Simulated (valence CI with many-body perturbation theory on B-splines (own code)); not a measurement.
**Forbidden lines of Zr17+**

Method: relativistic CI+MBPT: five valence electrons over a frozen Dirac-Fock core [Ar], radial functions for each j: 7 s, 7 p, 8 d, 6 f, 4 g, 1 h, with the one-electron correlation potential Σ1, the two-electron term Σ2, the three-electron term Σ3, Breit, model QED; selected CI, second order for the rest (own B-spline code, finite nucleus).

No measured spectrum was set against this ion. As an estimate, terms of the open shell hold to 2 to 4 % of their energy, and close levels can change places. Core correlation moves these levels by up to 11000 cm⁻¹, and in measured spectra 5 to 20 % of such shifts remained as error; rates that hang on mixing are uncertain with them. Only levels of the ground parity were solved; by the run's estimate the other parity begins above the list, which can be wrong where configurations are misplaced.

Lines 51 to 100 of 120 in falling wavelength, among levels below 332050 cm⁻¹, chosen from the decays that carry over 1 % of a level's rate. Wavelengths and rates use the calculated energies, so an error of 3000 cm⁻¹ moves a line at 2781 Å by 8.3 % and its rate by three times that or more. Weak lines are less certain than strong ones. Lines between different terms over intervals too small for the method are left out, as are lines whose strength nearly cancels. Branching is blank where the lifetime is uncertain.

Names give the largest LS component (configuration and term), which can be under half, so a name can repeat, a term be missing and a line seem to break the LS rules; names also repeat where a configuration has a term twice. Letters in brackets count levels of one name in rising energy.

```
λ vac (Å)           Upper           Lower  Type   A (s⁻¹)  Branch %
     2781      3d5 4F_5/2      3d5 4D_5/2    M1  1.16e+02      33.7
     2777  3d5 2G_9/2 [a]      3d5 4F_9/2    M1  1.85e+01       4.1
     2723     3d5 2I_11/2      3d5 4G_9/2    M1  3.10e+01      21.0
     2648  3d5 2F_7/2 [c]      3d5 4F_9/2    M1  1.25e+02      30.0
     2611      3d5 4D_3/2  3d5 4G_5/2 [a]    M1  3.43e+01       6.0
     2586     3d5 2I_11/2     3d5 4G_11/2    M1  1.16e+02      79.0
     2515     3d5 2H_11/2     3d5 2I_13/2    M1  1.46e+02          
     2484  3d5 2D_3/2 [a]      3d5 4P_1/2    M1  6.66e+01      10.5
     2477  3d5 2F_7/2 [c]  3d5 2F_7/2 [a]    M1  6.22e+01      14.9
     2328      3d5 4F_3/2      3d5 4D_3/2    M1  2.00e+02      34.7
     2293  3d5 2F_7/2 [b]      3d5 4D_5/2    M1  2.45e+01       2.4
     2267  3d5 2F_5/2 [a]      3d5 4P_3/2    M1  6.06e+01       3.7
     2238     3d5 2I_13/2     3d5 4G_11/2    M1  9.41e+00      80.7
     2185     3d5 2H_11/2     3d5 2I_11/2    M1  4.17e+02          
     2180      3d5 4F_3/2      3d5 4D_1/2    M1  1.14e+02      19.8
     2164  3d5 2D_3/2 [a]      3d5 4P_3/2    M1  3.09e+02      48.8
     2156  3d5 2F_5/2 [a]  3d5 4G_5/2 [b]    M1  1.10e+03      66.1
     2154      3d5 4F_3/2      3d5 4D_5/2    M1  9.54e+01      16.6
     2023  3d5 2F_5/2 [a]      3d5 4G_7/2    M1  2.35e+02      14.2
     1999      3d5 2H_9/2      3d5 4D_7/2    M1  4.83e+01       6.5
     1990  3d5 2F_7/2 [a]      3d5 4G_9/2    M1  1.55e+02      85.8
     1974  3d5 2G_7/2 [a]      3d5 4D_5/2    M1  3.35e+01      11.6
     1936  3d5 2F_7/2 [b]      3d5 4D_7/2    M1  3.23e+02      31.6
     1918  3d5 2G_9/2 [a]     3d5 2I_11/2    M1  1.12e+02      25.0
     1895  3d5 2F_5/2 [b]      3d5 4D_3/2    M1  7.21e+01       9.4
     1892      3d5 4F_9/2      3d5 4G_9/2    M1  2.56e+00       1.2
     1825      3d5 4F_9/2     3d5 4G_11/2    M1  9.68e+01      45.0
     1810      3d5 4F_9/2      3d5 4G_7/2    M1  5.90e+01      27.5
     1778  3d5 2F_5/2 [b]      3d5 4D_5/2    M1  4.51e+01       5.8
     1720  3d5 2D_3/2 [a]  3d5 4G_5/2 [a]    M1  2.40e+02      37.8
     1704  3d5 2G_7/2 [a]      3d5 4D_7/2    M1  4.91e+01      16.9
     1689  3d5 2F_7/2 [a]  3d5 4G_5/2 [a]    M1  1.31e+01       7.2
     1557      3d5 4F_5/2      3d5 4G_7/2    M1  1.30e+02      37.7
     1556  3d5 2F_5/2 [b]      3d5 4D_7/2    M1  4.00e+01       5.2
     1544  3d5 2F_7/2 [c]      3d5 4D_5/2    M1  2.36e+01       5.7
     1474      3d5 2H_9/2      3d5 4G_9/2    M1  3.42e+02      45.7
     1453  3d5 2F_7/2 [b]  3d5 4G_5/2 [b]    M1  1.51e+01       1.5
     1442      3d5 4F_3/2      3d5 4P_3/2    M1  9.40e+00       1.6
     1439  3d5 2F_7/2 [b]      3d5 4G_9/2    M1  4.34e+02      42.4
     1433      3d5 2H_9/2     3d5 4G_11/2    M1  1.21e+02      16.2
     1424      3d5 2H_9/2      3d5 4G_7/2    M1  1.44e+02      19.3
     1408  3d5 2G_9/2 [a]      3d5 4D_7/2    M1  1.14e+02      25.4
     1396      3d5 4F_3/2  3d5 4G_5/2 [b]    M1  3.53e+01       6.1
     1391  3d5 2F_7/2 [b]      3d5 4G_7/2    M1  1.00e+02       9.8
     1307  3d5 2G_7/2 [a]      3d5 4G_9/2    M1  5.48e+01      18.9
     1267  3d5 2G_7/2 [a]      3d5 4G_7/2    M1  2.13e+01       7.4
     1263  3d5 2F_5/2 [b]      3d5 4P_3/2    M1  1.36e+01       1.8
     1231      3d5 4F_3/2  3d5 4G_5/2 [a]    M1  2.38e+01       4.1
     1228  3d5 2F_5/2 [b]  3d5 4G_5/2 [b]    M1  2.47e+01       3.2
     1212     3d5 2H_11/2      3d5 4G_9/2    M1  1.96e+02
```
